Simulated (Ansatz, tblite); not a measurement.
Cost and result up the ladder for Be₄O₄H₁₆ (24 atoms). Total charge 0; singlet. Geometry: r2SCAN-D4/def2-SVP.

Cartesian coordinates in Å:
```
O 1.154 -1.724 -0.683
O -1.891 0.828 0.709
O -0.196 0.854 -1.998
O 0.934 0.040 1.972
Be 2.185 -0.497 -0.723
Be -1.220 -0.380 -1.978
Be -0.082 -1.198 2.025
Be -0.884 2.075 0.676
H 0.847 -2.106 0.213
H 0.399 -1.782 -1.368
H -2.234 0.423 -0.163
H -1.784 0.102 1.418
H 0.810 0.686 -2.017
H -0.402 1.700 -1.466
H 1.788 -0.020 1.415
H 0.577 0.996 1.967
H 2.146 0.274 -1.876
H 2.816 -0.213 0.479
H -0.664 -1.617 -2.271
H -2.470 -0.106 -1.443
H -1.393 -0.877 2.345
H 0.410 -2.392 1.517
H -0.086 2.225 1.802
H -0.760 2.707 -0.553
```

Ansatz on 4 threads of Arm Neoverse V2 on a shared host; xTB runs through tblite on one thread. Times are rough, summed over both states, and most runs start from the orbitals of an earlier one. PBE0-D4/def2-TZVP serves as the yardstick here, not as an exact answer. The other state is a doublet.

The xTB rows come from tblite. In the singlet geometry the species has come apart into loosely held pieces. In the doublet geometry the species has come apart into loosely held pieces.

Raw xTB energies of ions are shifted by several eV.

```csv
level,functions,wall time,vertical IE (eV),difference from PBE0-D4/def2-TZVP (eV)
GFN2-xTB,48,0.016 s,13.03,3.35
GFN1-xTB,64,0.021 s,13.14,3.46
PBE-D4/def2-TZVP (with forces),296,11 s,9.04,-0.64
PBE0-D4/def2-TZVP,296,18 s,9.68,0.00
B97M-V/def2-TZVP,296,42 s,9.37,-0.31
```
